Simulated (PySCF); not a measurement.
## Gas-phase XPS of (HZn-mu-Br)2, computed

Species: (HZn-mu-Br)2 (singlet state).
Bonds: Zn1–Br3, Zn1–Br6, Br3–Zn4, Zn4–Br6. Hydrogens: H2 on Zn1; H5 on Zn4.

Level of theory: delta-SCF UKS SCAN, pcX-2 on the ionised atom (unc-x2c-TZVPall on a metal), pcseg-1 elsewhere, spin-free X2C in PySCF 2.14.0. Vertical ΔSCF values, vacuum level as zero.

What binding energy does each computed site have?

| atom(s) | bonded to | level | binding energy (eV) | 2p1/2 (eV) | count |
| --- | --- | --- | --- | --- | --- |
| Zn1/Zn4 | 2 Br and H | Zn 2p3/2 | 1027.24 | 1051.39 | 2 |

Which photon energy gives electrons from Zn 2p3/2 of Zn1/Zn4 a kinetic energy of 200 eV, and what is their de Broglie wavelength?

hν = 1027.24 + 200 = 1227.24 eV, recoil neglected; λ = 12.264 Å/√(E/eV) = 0.87 Å.

What is the longest wavelength that can ionise Zn 2p3/2 of Zn1/Zn4 vertically?

λ = hc/E = 12398.42 eV Å / 1027.24 eV = 12.070 Å.

Atoms equivalent by their bonding share one computed value, that of the first of them. Spin–orbit and ligand-field terms were added within each 2p shell after the spin-free SCF. 2p1/2 minus 2p3/2 (ligand field included): Zn 24.14 eV. Satellites of the metal's 2p lines aren't described. No level of bromine is listed. Geometry: PBE0-D3(BJ)/def2-SVP; no solvent, vibrations or thermal averaging. Metal 2p energies of this one-determinant scheme are less reliable than its 1s energies.

Hardware: one thread of an Intel Xeon at 2.50 GHz, no GPU, shared host. Cost: 16 s wall, 0.60 GiB resident at most.
